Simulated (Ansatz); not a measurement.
Basis sets compared for Na21. The state is a doublet with charge 0. Geometry PBE/def2-SVP. Ansatz on 2 threads of AMD EPYC 7R13 on a shared host and a share (18 GiB) of an NVIDIA H100 80GB HBM3; times are rough, and most runs start from earlier orbitals.

```xyz
21

Na    3.065    1.223    2.894
Na   -0.432    3.782   -0.946
Na    1.104   -0.041   -5.336
Na   -0.163    0.246    0.985
Na    1.540   -1.928    3.511
Na   -1.029    0.853    4.021
Na   -3.179    1.422   -1.481
Na    3.083   -1.202    0.287
Na    0.694   -3.860    0.701
Na    1.056   -2.561   -2.553
Na   -2.783    3.187    1.637
Na   -1.889   -2.709    2.812
Na   -2.120   -0.907   -4.017
Na   -2.136   -2.157   -0.766
Na   -1.143    2.769   -4.396
Na    0.375   -5.221    4.016
Na    2.961    2.594   -0.267
Na    0.757    3.790    2.329
Na    3.791    0.166   -2.858
Na    0.423    0.700   -2.119
Na   -3.975   -0.146    1.546
```

Single mean-field runs in def2-TZVP are fitted with def2-universal-jkfit. The structure comes from a short search, and lower isomers may exist.

```json
{"level": "PBE/def2-SVP", "functions": "315", "energy (Eh)": "-3404.7408", "HOMO (eV)": "-2.60", "LUMO (eV)": "-2.34", "wall time": "9.5 s"}
{"level": "PBE0/def2-SVP", "functions": "315", "energy (Eh)": "-3405.0237", "HOMO (eV)": "-2.93", "LUMO (eV)": "-1.94", "wall time": "20 s"}
```

Question: Estimate the rows for PBE/def2-TZVP (with forces), PBE0/def2-TZVP.

Answer: 
```
                      level  functions  energy (Eh)  HOMO (eV)  LUMO (eV)  wall time
PBE/def2-TZVP (with forces)        672   -3405.9859      -2.62      -2.35       11 s
             PBE0/def2-TZVP        672   -3406.2573      -2.94      -1.94       11 s
```
